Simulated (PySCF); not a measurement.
# Electronic absorption of Si4H10

Si4H10.
SMILES: `[SiH3][SiH]([SiH3])[SiH3]`

Method: PySCF, TDDFT B3LYP/def2-SVPD, vertical, gas phase, core orbitals frozen in the response. Isolated species at its PBE0-D3(BJ)/def2-SVP geometry, gas phase.

Problem. Predict the UV-vis stick spectrum at this level.

Solution. 

| state | E (eV) | λ (nm) | ν̃ (cm⁻¹) | f | \|μ\| (D) | main configurations (H = HOMO, L = LUMO) |
| --- | --- | --- | --- | --- | --- | --- |
| S1 | 6.45 | 192.1 | 52050 | 0.0000 | 0.03 | H-1/H→L/L+1 (≥85%) |
| S2 | 6.50 | 190.6 | 52460 | 0.0068 | 0.53 | H-1/H→L/L+1 (≥56%), H-1/H→L+2 (≥34%) |
| S3 | 6.51 | 190.3 | 52540 | 0.0067 | 0.52 | H-1/H→L/L+1 (≥48%), H-1/H→L+2 (≥36%) |
| S4 | 6.52 | 190.1 | 52600 | 0.0091 | 0.60 | H-1/H→L+2 (≥81%), H-1/H→L/L+1 (≥10%) |
| S5 | 6.81 | 182.1 | 54910 | 0.0016 | 0.25 | H-1/H→L+3 (≥74%), H-1/H→L/L+1 (≥18%) |
| S6 | 6.81 | 182.0 | 54960 | 0.0036 | 0.37 | H-1/H→L+3 (≥71%), H-1/H→L/L+1 (≥21%) |

The lowest singlet comes at 192 nm (623 kJ/mol) in the vacuum ultraviolet; it is dark (f under 0.0005); its leading configuration is HOMO-1/HOMO→LUMO/LUMO+1 (≥85%). The strongest level in the table is S3/S4 at 6.51 eV (190 nm, f = 0.016 summed). S3/S4 and S5/S6 lie within about 0.01 eV of each other in each set; the point group C3v has degenerate representations, and within a degenerate level the listed configurations can mix freely. Löwdin shares by element: HOMO (one of a set within 0.03 eV) silicon 77% (atoms not listed hold the other 23%); LUMO (one of a set within 0.03 eV) silicon 68% (atoms not listed hold the other 32%). The listed states span 0.36 eV, and the widest gap between neighbours is 0.29 eV (S4 to S5). Weighted by f, the mean energy of these states is 6.57 eV. Of the 6 states listed, none reaches f = 0.01 and 1 stays under 0.0005. Orbitals of the list HOMO-3 to LUMO+2 that lie within 0.01 eV of each other are written together with a slash and their weights summed (≥ marks a lower bound); for degenerate orbitals outside that list single weights are arbitrary. Only the lowest 6 singlets were computed, as vertical energies without vibronic structure.

The run took 25 s of wall time (with the writing of density and orbital grids) on one thread, Arm Neoverse V2 (aarch64) (shared host), and the process peaked at 0.81 GiB of memory.
